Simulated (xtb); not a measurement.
Input for xtb: GFN2-xTB on CH6O2Si (a complex).

```
$ xtb mol.xyz --gfn 2 --sp --chrg 0 --uhf 0
10

Si     0.10655027    -0.31917526     0.64220098
H     -0.27518128    -0.53061173    -0.77427612
H      0.68623971    -1.55908719     1.19231386
H     -1.14324738     0.00998596     1.38020952
H      1.04486590     0.81481815     0.74117111
O      0.93794266     0.14230294     3.73155018
C      0.06477303     0.42683182     4.50336349
O     -1.22920204     0.56812499     4.19078299
H      0.21308397     0.61007662     5.57505572
H     -1.32833920     0.39955201     3.23527922
```

The head of its log:

```
[...]
           -------------------------------------------------
          |                Calculation Setup                |
           -------------------------------------------------



molecular fragmentation (1/2 indicates fragments):
1111122222
# atoms in fragment 1/2:     5     5
 fragment masses (1/2) :       32.12       46.03
CMA distance (Bohr)    :   6.721
constraining FC (au)   :  0.0500

           -------------------------------------------------
          |                 G F N 2 - x T B                 |
           -------------------------------------------------

        Reference                      10.1021/acs.jctc.8b01176
      * Hamiltonian:
        H0-scaling (s, p, d)           1.850000    2.230000    2.230000
        zeta-weighting                 0.500000
      * Dispersion:
        s8                             2.700000
        a1                             0.520000
        a2                             5.000000
        s9                             5.000000
      * Repulsion:
        kExp                           1.500000    1.000000
        rExp                           1.000000
      * Coulomb:
        alpha                          2.000000
        third order                    shell-resolved
        anisotropic                    true
        a3                             3.000000
        a5                             4.000000
        cn-shift                       1.200000
        cn-exp                         4.000000
        max-rad                        5.000000


          ...................................................
          :                      SETUP                      :
          :.................................................:
          :  # basis functions                  28          :
          :  # atomic orbitals                  27          :
          :  # shells                           15          :
          :  # electrons                        26          :
          :  max. iterations                   250          :
          :  Hamiltonian                  GFN2-xTB          :
          :  restarted?                      false          :
          :  GBSA solvation                  false          :
          :  PC potential                    false          :
          :  electronic temp.          300.0000000     K    :
          :  accuracy                    1.0000000          :
          :  -> integral cutoff          0.2500000E+02      :
          :  -> integral neglect         0.1000000E-07      :
          :  -> SCF convergence          0.1000000E-05 Eh   :
          :  -> wf. convergence          0.1000000E-03 e    :
          :  Broyden damping             0.4000000          :
          :  net charge                          0          :
          :  unpaired electrons                  0          :
          ...................................................

 iter      E             dE          RMSdq      gap      omega  full diag
   1    -15.0747676 -0.150748E+02  0.590E+00    6.10       0.0  T
   2    -15.1602175 -0.854500E-01  0.260E+00    4.81       1.0  T
```

Predict the final total energy.

-15.0502 hartree.
